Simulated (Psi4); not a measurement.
Interaction energy of C2H4 ··· CS2 (SMILES C=C and S=C=S). Monomers: optimised at B3LYP-D3(BJ) (def2-TZVP), held rigid. Orientation: lowest of the rigid-body minima from ten starts at GFN2-xTB. The monomers approach along the line of their centres of mass (distance R); nothing else relaxes.

Levels: PBE/def2-TZVP, counterpoise-corrected (Psi4); PBE-D3(BJ)/def2-TZVP, counterpoise-corrected (Psi4); PBE0-D3(BJ)/def2-TZVP, counterpoise-corrected (Psi4); SAPT0/jun-cc-pVDZ, frozen core (Psi4).

Interaction energies in kJ/mol; the last columns give the difference from SAPT0:

```
R / Å  PBE/def2-TZVP  PBE-D3(BJ)/def2-TZVP  PBE0-D3(BJ)/def2-TZVP  SAPT0/jun-cc-pVDZ  PBE/def2-TZVP − SAPT0/jun-cc-pVDZ  PBE-D3(BJ)/def2-TZVP − SAPT0/jun-cc-pVDZ  PBE0-D3(BJ)/def2-TZVP − SAPT0/jun-cc-pVDZ
-----  -------------  --------------------  ---------------------  -----------------  ---------------------------------  ----------------------------------------  -----------------------------------------
2.80           36.08                 23.80                  23.97              29.06                               7.02                                     -5.26                                      -5.09
2.99           19.18                  8.26                   8.22              12.59                               6.59                                     -4.33                                      -4.37
3.21            8.44                 -0.85                  -0.97               2.73                               5.71                                     -3.59                                      -3.70
3.40            3.59                 -4.32                  -4.44              -1.19                               4.78                                     -3.13                                      -3.26
3.57            1.24                 -5.52                  -5.62              -2.72                               3.96                                     -2.80                                      -2.91
3.82           -0.34                 -5.61                  -5.67              -3.27                               2.92                                     -2.34                                      -2.41
4.07           -0.81                 -4.85                  -4.88              -2.97                               2.16                                     -1.88                                      -1.91
4.43           -0.75                 -3.47                  -3.47              -2.21                               1.46                                     -1.26                                      -1.26
4.89           -0.41                 -2.06                  -2.05              -1.38                               0.97                                     -0.69                                      -0.67
5.57           -0.08                 -0.90                  -0.90              -0.66                               0.57                                     -0.24                                      -0.24
6.61            0.05                 -0.26                  -0.27              -0.22                               0.27                                     -0.04                                      -0.05
7.92            0.03                 -0.08                  -0.08              -0.06                               0.10                                     -0.01                                      -0.01
```

PBE/def2-TZVP is furthest from SAPT0/jun-cc-pVDZ at 2.80 (7.02 kJ/mol, above); its mean absolute difference over the points is 3.04 kJ/mol.

PBE-D3(BJ)/def2-TZVP is furthest from SAPT0/jun-cc-pVDZ at 2.80 (-5.26 kJ/mol, below); its mean absolute difference over the points is 2.13 kJ/mol.

PBE0-D3(BJ)/def2-TZVP is furthest from SAPT0/jun-cc-pVDZ at 2.80 (-5.09 kJ/mol, below); its mean absolute difference over the points is 2.16 kJ/mol.
